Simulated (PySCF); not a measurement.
ClH₅N₂OSi. Atoms are numbered in the order given.

```xyz
10

N     -1.1816     1.4385     0.3654
Si    -0.0634     0.1623     0.3263
N      1.4748     0.7837     0.7221
O     -0.7505    -1.0045     1.2825
Cl     0.2680    -0.7708    -1.5179
H     -0.9644     2.3315    -0.0577
H     -2.1757     1.2534     0.4111
H      2.3200     0.3572     0.3650
H      1.6224     1.2785     1.5936
H     -0.5194    -1.9083     1.0507
```
Charge 0, spin multiplicity 1.

Geometry: PBE0-D3(BJ)/def2-SVP. The structure was generated by enumeration, and PubChem lists no compound with its InChIKey, so it may never have been made. The values are those of a single conformer.

All values below come from PBE0/pcSseg-1 in PySCF.

GIAO shieldings, no solvent; atoms listed in one row are averaged. δ = σ(ref) − σ: ¹⁵N against NH3 (σ = 267.4 ppm); ²⁹Si against TMS (σ = 352.7 ppm); ¹⁷O against H2O (σ = 334.2 ppm); ³⁵Cl against HCl (σ = 945.9 ppm); ¹H against TMS (σ = 31.56 ppm), references at their B3LYP-D3(BJ)/def2-TZVP geometries, non-relativistic (without spin–orbit terms, shifts of atoms bonded to Cl or Br come out too high).

Computed chemical shifts:
| nucleus | atoms | count | δ (ppm) |
|---|---|---|---|
| ¹⁵N | N3 | 1 | 38.7 |
| ¹⁵N | N1 | 1 | 34.1 |
| ²⁹Si | Si2 | 1 | -32.5 |
| ¹⁷O | O4 | 1 | 81.8 |
| ³⁵Cl | Cl5 | 1 | 53.6 |
| ¹H | H10 | 1 | 1.90 |
| ¹H | H7 | 1 | 1.32 |
| ¹H | H9 | 1 | 1.20 |
| ¹H | H8 | 1 | 1.19 |
| ¹H | H6 | 1 | 1.15 |
